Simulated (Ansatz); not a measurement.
Relaxation of C2H9MgNO (14 atoms, charge 0, multiplicity 1), to a largest force component of 0.03 eV/Å in at most 50 steps.

Computed with RKS r2SCANh-D4/6-31G* (Ansatz 0.2.0).

```xyz
14
Properties=species:S:1:pos:R:3
Mg -1.468 0.917 -0.418
N 1.419 -0.438 0.781
C 1.808 -1.805 1.094
C -1.847 1.293 -2.425
H 0.716 -0.104 1.441
O -1.366 0.782 1.581
H 2.224 0.174 0.877
H 2.254 -1.949 2.092
H 2.522 -2.174 0.351
H 0.918 -2.437 1.036
H -2.480 2.180 -2.559
H -0.916 1.481 -2.973
H -2.350 0.462 -2.932
H -1.435 1.619 2.054
```

Question: Where does it end, and by what steps?

Answer: The run converged. After 13 steps the energy has fallen by 1.032 eV; H9 moved furthest, 1.29 Å. Joined: Mg1–N2.

```
step  energy less start (eV)  largest force component (eV/Å)  accepted
   0                  0.0000                           2.081       yes
   1                 -0.2901                           1.037       yes
   2                 -0.4886                           0.949       yes
   3                 -0.6820                           0.635       yes
   4                 -0.8393                           0.271       yes
   5                 -0.8930                           0.337       yes
   6                 -0.9327                           0.937       yes
   7                 -0.9860                           0.300       yes
   8                 -1.0106                           0.241       yes
   9                 -1.0002                           0.504        no
  10                 -1.0227                           0.031       yes
  11                 -1.0285                           0.038       yes
  12                 -1.0315                           0.088       yes
  13                 -1.0322                           0.022       yes
```

```xyz
14
Properties=species:S:1:pos:R:3
Mg -0.776 0.765 0.002
N 1.080 -0.071 0.775
C 1.337 -1.512 0.620
C -1.251 0.856 -2.044
H 0.768 0.143 1.727
O -1.199 1.019 1.784
H 1.937 0.453 0.615
H 2.142 -1.877 1.269
H 1.596 -1.725 -0.420
H 0.424 -2.061 0.863
H -1.931 1.689 -2.269
H -0.374 0.993 -2.692
H -1.756 -0.052 -2.403
H -1.998 1.380 2.172
```

The run took 41 s on 2 threads of AMD EPYC 9R14 (Zen 4) (shared host), peak memory 0.27 GiB.
